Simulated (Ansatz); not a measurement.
`BNC(C)F`. Total charge 0; spin multiplicity 1. The geometry is a stationary point of PBE0-D4/def2-TZVP. It is one conformer, not always the lowest.

```xyz
12

B    -1.217    1.423   -0.835
N    -0.060    0.803   -0.378
C     0.010   -0.204    0.625
C     0.913   -1.352    0.254
F     0.498    0.355    1.805
H    -2.269    1.077   -0.381
H    -1.127    2.267   -1.675
H     0.842    1.078   -0.740
H    -1.009   -0.537    0.836
H     0.966   -2.068    1.074
H     0.533   -1.856   -0.635
H     1.922   -0.986    0.049
```

Question: What is the dipole moment at r2SCAN/def2-TZVPP? (Estimate.)

Answer: Computed: 2.11 D, with components (1.01, -1.51, -1.06) D in this frame, pointing from negative to positive charge.

Question: And with PBE, B3LYP, ωB97M-V? (Best estimate.)

Answer: Ansatz gave: PBE 2.10 D, B3LYP 2.10 D, ωB97M-V 2.10 D.

Question: Give the Mulliken charges with r2SCAN, ωB97M-V, B3LYP in def2-TZVPP. (Best estimate.)

Answer: Ansatz gave: 
```csv
atom,r2SCAN,ωB97M-V,B3LYP
B1,-0.05,-0.17,-0.12
N2,-0.17,-0.13,-0.13
C3,0.28,0.21,0.25
C4,-0.12,-0.29,-0.23
F5,-0.24,-0.23,-0.24
H6,-0.02,0.05,0.01
H7,-0.02,0.05,0.02
H8,0.16,0.12,0.14
H9,0.02,0.07,0.06
H10,0.05,0.11,0.09
H11,0.05,0.11,0.09
H12,0.04,0.10,0.08
```

B3LYP here is the variant with VWN-RPA as its local correlation; programs differ in this.
